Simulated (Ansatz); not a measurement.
Stepwise reaction of `[O]=[W](=[O])([F])[F]` with hydrogen chloride, as a gas-phase model of exchange steps in deposition or etching. ΔE in kJ/mol; ΔG adds harmonic PBE0-D4 terms to CCSD(T)/CBS, at 1 bar.

Gas-phase electronic energies from Ansatz, PBE0-D4/def2-TZVP geometries. CCSD(T)/CBS is the MP2 limit (def2-TZVPP, def2-QZVPP) plus CCSD(T) − MP2 in def2-TZVPP, frozen cores. This one scheme is used for every species. Functionals use def2-TZVPP. B3LYP here is the variant with VWN-RPA as its local correlation; programs differ in this. def2 core potentials past Kr. For W outer-core shells are correlated without core-valence functions, which leaves a few kJ/mol of doubt a bond.

```tsv
step	reaction	PBE-D4	B3LYP-D4	ωB97M-V	CCSD(T)/CBS	ΔG(400 K)
1	`[O]=[W](=[O])([F])[F]` + HCl → `[O]=[W](=[O])([F])[Cl]` + H–F	0.7	2.5	4.6	-9.4	-5.7
```

Q: Give the row of step 2, `[O]=[W](=[O])([F])[Cl]` + HCl → `[O]=[W](=[O])([Cl])[Cl]` + H–F. (Estimate.)

A: Ansatz gave: 
```csv
step,reaction,PBE-D4,B3LYP-D4,ωB97M-V,CCSD(T)/CBS,ΔG(400 K)
2,`[O]=[W](=[O])([F])[Cl]` + HCl → `[O]=[W](=[O])([Cl])[Cl]` + H–F,-0.2,1.4,4.1,-10.5,-2.2
```

Q: By hand: ΔE of the 2 steps together at CCSD(T)/CBS.

A: (-9.4) + (-10.5) = -19.9 kJ/mol, or -9.9 kJ/mol a step.

In ΔE the steps differ by no more than 1.1 kJ/mol. All are downhill at CCSD(T)/CBS. ΔG lies between -5.7 and -2.2 kJ/mol a step. PBE-D4 differs from CCSD(T)/CBS by 10.1 to 10.3 kJ/mol a step. Isolated molecules leave out the surface, adducts and barriers. Largest T1 diagnostic: 0.023.
